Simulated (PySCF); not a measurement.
# [WO3Cl]-: computed shieldings and shifts

[WO3Cl]-, [ClO3W]-, point group C3v.

Geometry:
```json
{"atom": "W1", "x (Å)": "0.048", "y (Å)": "0.091", "z (Å)": "0.055"}
{"atom": "O2", "x (Å)": "-0.065", "y (Å)": "-0.153", "z (Å)": "1.773"}
{"atom": "O3", "x (Å)": "1.722", "y (Å)": "0.271", "z (Å)": "-0.385"}
{"atom": "O4", "x (Å)": "-0.808", "y (Å)": "1.543", "z (Å)": "-0.371"}
{"atom": "Cl5", "x (Å)": "-0.897", "y (Å)": "-1.752", "z (Å)": "-1.071"}
```

Total charge -1.

GIAO calculations in PySCF 2.14 on the PBE0-D3(BJ)/def2-SVP structure: isolated species, scalar relativity only through the core potential, equivalent atoms averaged; basis pcSseg-1 (def2-TZVP on W).

Question: Give the isotropic shieldings (ppm) with KT2, PBE0.

Answer: 
| atoms | environment | KT2 | PBE0 |
| --- | --- | --- | --- |
| Cl5 | chlorine bonded to W | 943 | 957 |
| O2/O3/O4 | oxygen bonded to W | -358.2 | -402.3 |
| HOMO–LUMO gap (eV) | – | 4.91 | 7.34 |

Question: And the chemical shifts, against references computed in the same way?

Answer: 
```json
{"atoms": "Cl5", "nucleus, reference": "35Cl, HCl", "KT2": "0", "PBE0": "-14"}
{"atoms": "O2/O3/O4", "nucleus, reference": "17O, H2O", "KT2": "688.8", "PBE0": "736.8"}
```

Question: Which part of the shielding of Cl5 depends on the functional?

Answer: Diamagnetic: KT2 1152, PBE0 1150 ppm; paramagnetic: KT2 -209, PBE0 -194 ppm. The diamagnetic part, set mainly by inner electrons, hardly moves; the paramagnetic part goes with low-lying magnetically allowed excitations and carries the spread.

W is described by an effective core potential, so it has no shielding of its own here; spin–orbit effects on the atoms bonded to it, which can be large, are absent, and the values of these neighbours are rough. Unscaled 17O shifts of doubly bonded oxygen tend to come out too high, by tens of ppm or more. Experimental scales use liquid or dissolved standards, which lie at an offset from isolated H2O (liquid H2O: subtract about 36 ppm).
